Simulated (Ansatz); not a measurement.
Cost and result up the ladder for the cluster Ag₂F₂ (the lowest singlet isomer of a short search) (4 atoms). The state is a singlet with charge 0. Geometry: PBE-D4/def2-TZVP.

Cartesian coordinates in Å:
```
Ag -1.218 -0.822 -0.094
Ag 1.218 0.822 0.094
F 0.289 -0.245 -1.622
F -0.288 0.245 1.622
```

Ansatz on 4 threads of Arm Neoverse V2 on a shared host. Times are rough, and most runs start from the orbitals of an earlier one. PBE0-D4/def2-TZVPD serves as the yardstick here, not as an exact answer. Differences are given only for rows in sets of like size (and for xTB, whose basis is part of the method), since another set adds its own error. Binding counts from free atoms at the same level (Ag doublet, F doublet; other spins of the atoms weren't run), without zero-point energy or a counterpoise term.

In the def2 sets Ag takes a core potential; there is no spin–orbit coupling. LC-ωPBE has ω = 0.4 bohr⁻¹. HSE06 is defined as in plane-wave codes, on full-range PBE exchange. Correlated methods freeze 2 core orbitals; core or outer-core shells of Ag are correlated, in sets that lack core-valence functions. The structure comes from a short search, and lower isomers may exist.

Correlated methods converge slowly with the basis.

```csv
level,functions,wall time
PBE-D4/def2-SVP,90,0.75 s
PBE-D4/def2-TZVP,142,1.1 s
PBE-D4/def2-TZVPD,160,1.3 s
PBE0-D4/def2-TZVP,142,1.4 s
HSE06-D4/def2-TZVP,142,1.4 s
LC-ωPBE/def2-TZVP (with forces),142,1.6 s
PBE0-D4/def2-TZVPD,160,1.8 s
r2SCANh-D4/def2-TZVP,142,2.1 s
r2SCAN-D4/def2-TZVP,142,2.5 s
PBE-QIDH/def2-TZVP,142,2.7 s
RPA@PBE/def2-TZVP,142,2.7 s
r2SCAN-D4/def2-TZVPD,160,2.8 s
B97M-V/def2-TZVP,142,4.2 s
CCSD(T)/def2-TZVP,142,66 s
```

(1) Estimate what each level gives for the binding energy per atom (eV).

Results:

(1) 
| level | binding energy per atom (eV) | difference from PBE0-D4/def2-TZVPD (eV) | remarks |
| --- | --- | --- | --- |
| PBE-D4/def2-SVP | 2.25 | – | – |
| PBE-D4/def2-TZVP | 2.18 | 0.13 | – |
| PBE-D4/def2-TZVPD | 2.19 | 0.14 | – |
| PBE0-D4/def2-TZVP | 2.03 | -0.02 | – |
| HSE06-D4/def2-TZVP | 2.03 | -0.02 | – |
| LC-ωPBE/def2-TZVP (with forces) | 2.23 | 0.18 | – |
| PBE0-D4/def2-TZVPD | 2.05 | 0.00 | – |
| r2SCANh-D4/def2-TZVP | 2.09 | 0.04 | – |
| r2SCAN-D4/def2-TZVP | 2.15 | 0.10 | – |
| PBE-QIDH/def2-TZVP | 2.07 | 0.03 | test for broken spin undecided |
| RPA@PBE/def2-TZVP | 1.89 | -0.16 | – |
| r2SCAN-D4/def2-TZVPD | 2.17 | 0.12 | – |
| B97M-V/def2-TZVP | 2.09 | 0.04 | – |
| CCSD(T)/def2-TZVP | 2.12 | 0.07 | – |
